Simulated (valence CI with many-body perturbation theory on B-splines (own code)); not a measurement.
Values are calculated unless marked as measured or tabulated.
Ba LI: what the settings do

Method: configuration interaction combined with many-body perturbation theory (CI+MBPT): four valence electrons over a frozen Dirac-Fock core [He], a basis of 6 s, 6 p, 5 d, 3 f, 1 g functions for each j, with the one-electron correlation potential Σ1 (screened to all orders), the two-electron term Σ2, the three-electron term Σ3, Breit, model QED; selected single and double excitations, second order for the rest, scaled by the run's own slope (own B-spline code, finite nucleus).

No measured spectrum was set against this ion. As an estimate, large intervals hold to a few tenths of a per cent, small ones and those within an open d or f shell to about a per cent.

The reference run has the lowest level (2s^2 2p1/2^2) J=0 and an ionisation energy of 9739.76 eV. Its largest variational space holds 9995 state functions.

Levels are named by their leading jj configuration (3d3/2^4 stands for four electrons in 3d with j = 3/2), which in mixed levels can hold well under half, so a name can repeat and another be missing. Letters in brackets count levels of one name in rising energy.

Changed runs:
A. shift of the energy in Σ1 (hartree) 0 → -48.6
B. core polarisation of operators on → off; factor on the speed of light 1 → 100; QED terms on → off
C. selection threshold (hartree) 2e-08 → 1e-05
D. factor on the speed of light 1 → 0.9 (bad on purpose)

Excitation energies of the reference run in cm⁻¹, and shifts in cm⁻¹:

| Level | Reference | A | B | C | D |
| --- | --- | --- | --- | --- | --- |
| (2s^2 2p1/2 2p3/2) J=1 | 3168120 | -16 | -3168020 | -6.9 | +887661 |
| (2s^2 2p1/2 2p3/2) J=2 | 3298080 | -16 |  | -7.7 | +881741 |
| (2s 2p1/2^2 2p3/2) J=2 | 4749970 | +16 |  | -7.7 | +966706 |
| (2s 2p1/2^2 2p3/2) J=1 | 5260490 | +16 | -3860818 | -8.4 | +972280 |
| (2s^2 2p3/2^2) J=2 | 6573670 | -32 |  | -4.3 | +1778673 |
| (2s^2 2p3/2^2) J=0 | 6917100 | -32 | -6408743 | -1.5 | +1788900 |
| (2s 2p1/2 2p3/2^2) J=2 [a] | 7775950 | +0.5 | -6376283 | -6.3 | +1841868 |
| (2s 2p1/2 2p3/2^2) J=3 | 8068240 | +0.4 | -6668574 | -16 | +1835985 |
| (2s 2p1/2 2p3/2^2) J=0 | 8385180 | 0 | -6738903 | -3.5 | +1853684 |
| (2s 2p1/2 2p3/2^2) J=1 [a] | 8511630 | +0.2 | -6865351 | -7.5 | +1858590 |
| (2s 2p1/2 2p3/2^2) J=2 [b] | 8594360 | +0.2 |  | -10 | +1849934 |
| (2s 2p1/2 2p3/2^2) J=1 [b] | 8621230 | +0.2 | -6547277 | -8.3 | +1848725 |
| Ionisation energy (eV) | 9739.76 | -0.01 | -453.65 | -4e-05 | +123.79 |

A blank means that the level has no clear partner in that run.
